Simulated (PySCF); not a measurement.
**Static response to an electric field**

Compound: C₆H₉NO₂.
Geometry (GFN2-xTB, Å), atoms numbered from 1 in this order:
```
atom  x, y, z in Å
O1     2.5285   -0.9706   -0.2812
C2     1.9768    0.0719   -0.0520
O3     2.6073    1.2513   -0.1183
C4     0.5157    0.2379    0.2945
C5    -0.0371   -1.0045    0.9921
C6    -1.5368   -1.0383    0.9352
N7    -2.2942   -0.3288    0.2306
C8    -1.7504    0.6446   -0.6750
C9    -0.2691    0.4564   -1.0081
H10    3.5333    1.1276   -0.3816
H11    0.4081    1.1243    0.9259
H12    0.3590   -1.8996    0.5017
H13    0.2838   -1.0407    2.0355
H14   -2.0201   -1.7589    1.5866
H15   -1.9213    1.6286   -0.2245
H16   -2.3536    0.5977   -1.5865
H17    0.1080    1.3296   -1.5417
H18   -0.1467   -0.4225   -1.6448
```

Level: PBE0/def2-SVPD (PySCF), static field, nuclei fixed, core orbitals frozen in the response. The polarisability tensor in these axes (au):

```
x   92.72 -1.00  0.62
y   -1.00 78.82 -9.58
z    0.62 -9.58 71.50
```

**Question.** Give the principal values, the mean and the anisotropy Δα = √{½[(α1 − α2)² + (α2 − α3)² + (α1 − α3)²]}.

**Answer.** Principal values 64.90, 85.23 and 92.90 au; mean 81.01 au = 12.00 Å³ = 13.36 × 10⁻⁴⁰ C²·m²/J; Δα = 25.06 au (31 % of the mean).

**Question.** What is the dipole moment, and where does it point?

**Answer.** (1.26, 1.60, 0.16) D, 2.05 D in size, pointing from the negative to the positive side. Measured along this direction, the outermost atoms are H14 at the negative end and H10 at the positive end.

**Question.** Give the eigenvalues of the traceless quadrupole moment Θ = ½Σq(3rr − r²1), origin at the centre of nuclear charge.

**Answer.** -11.37, 2.48, 8.90 D·Å. The values depend on the origin, since the dipole doesn't vanish. The electronic extent ⟨r²⟩ about the same centre is 1238 bohr², a root-mean-square distance of 2.26 Å for the 68 electrons.

**Question.** Rayleigh depolarisation ratio (linearly polarised light, static tensor)?

**Answer.** ρ = 3Δα²/(45ᾱ² + 4Δα²) = 1883.7/(295329 + 2511.6) = 0.00632.

**Question.** How large is μ²/3kT at 273 K beside α?

**Answer.** In Gaussian units μ²/3kT = 37.01 Å³ against 12.00 Å³, a ratio of 3.08; the Debye molar polarisation (4π/3)N_A(α + μ²/3kT) is 123.7 cm³/mol, leaving out the vibrational part.

**Question.** Directions of the eigenvectors, and the extent of the frame along each?

**Answer.** Largest value along (0.99, -0.13, 0.09), where the nuclei span 5.85 Å; middle along (0.16, 0.81, -0.56), 4.60 Å; least along (0.00, 0.57, 0.82), 3.00 Å. The response follows the extents in order.

Geometry: GFN2-xTB, one conformer, isolated molecule.
